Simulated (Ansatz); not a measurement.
This geometry of a periodic cell of 17 atoms, CuSi₁₆ (host Si, host structure diamond, interstitial Cu) is a first-order saddle point.

The calculation used DFT PBEsol, scalar-relativistic, plane waves, PAW (Ansatz 0.2.0). Settings: PAW set soft_1, cutoff 420 eV, k mesh 2x2x2, fermi-dirac smearing 0.02 eV, spin collinear.

```xyz
17
Lattice="0.0000 5.4300 5.4300 5.4300 0.0000 5.4300 5.4300 5.4300 0.0000" Properties=species:S:1:pos:R:3
Si 0.020 -0.041 0.022
Si 1.352 1.358 1.362
Si 2.700 2.726 0.014
Si 4.064 4.050 1.392
Si 2.692 -0.041 2.694
Si 4.085 1.217 4.059
Si 5.379 2.641 2.765
Si 6.752 4.050 4.080
Si -0.001 2.717 2.715
Si 1.390 4.040 4.068
Si 2.729 5.438 2.736
Si 4.063 6.816 4.081
Si 2.777 2.622 5.367
Si 4.076 4.040 6.753
Si 5.408 5.438 5.415
Si 6.790 6.754 6.784
Cu 6.798 9.326 6.776
```

Which two structures does it join? (They come from a converged band through this point; their orientation in space is the band's.)

Contacts lost: Si1–Cu17, Si4–Cu17, Si10–Cu17. Contacts made: Si5–Cu17, Si8–Cu17, Si14–Cu17. The atom that moves furthest is Cu17, by 1.93 Å.

First end point:

```xyz
17
Lattice="0.0000 5.4300 5.4300 5.4300 0.0000 5.4300 5.4300 5.4300 0.0000" Properties=species:S:1:pos:R:3
Si -0.061 0.075 -0.055
Si 1.313 1.371 1.318
Si 2.700 2.759 0.042
Si 3.996 4.132 1.416
Si 2.598 -0.110 2.604
Si 3.941 1.233 3.946
Si 5.369 2.661 2.788
Si 6.743 4.035 4.084
Si 0.036 2.759 2.706
Si 1.410 4.132 4.002
Si 2.838 5.561 2.844
Si 4.181 6.903 4.187
Si 2.783 2.661 5.375
Si 4.079 4.035 6.748
Si 5.466 5.422 5.472
Si 6.840 6.718 6.846
Cu 6.103 8.825 6.109
```

Last end point:

```xyz
17
Lattice="0.0000 5.4300 5.4300 5.4300 0.0000 5.4300 5.4300 5.4300 0.0000" Properties=species:S:1:pos:R:3
Si 0.116 -0.112 0.110
Si 1.401 1.369 1.396
Si 2.677 2.756 0.009
Si 4.065 4.033 1.396
Si 2.775 0.073 2.769
Si 4.203 1.231 4.198
Si 5.361 2.659 2.769
Si 6.734 4.130 4.143
Si 0.014 2.756 2.672
Si 1.401 4.033 4.060
Si 2.677 5.420 2.672
Si 3.962 6.901 3.957
Si 2.774 2.659 5.356
Si 4.148 4.130 6.728
Si 5.305 5.558 5.300
Si 6.734 6.715 6.728
Cu 7.471 8.822 7.466
```

How far does it lie above each of them?

0.073 eV above the first and 0.073 eV above the second. This is the barrier of this one path; another mechanism may lie lower. Limits of this set-up: coarse k mesh, PAW files made for another functional.

The run took 4.2 min on 2 threads of Arm Neoverse V2, on a shared host, peak memory 1.6 GiB.
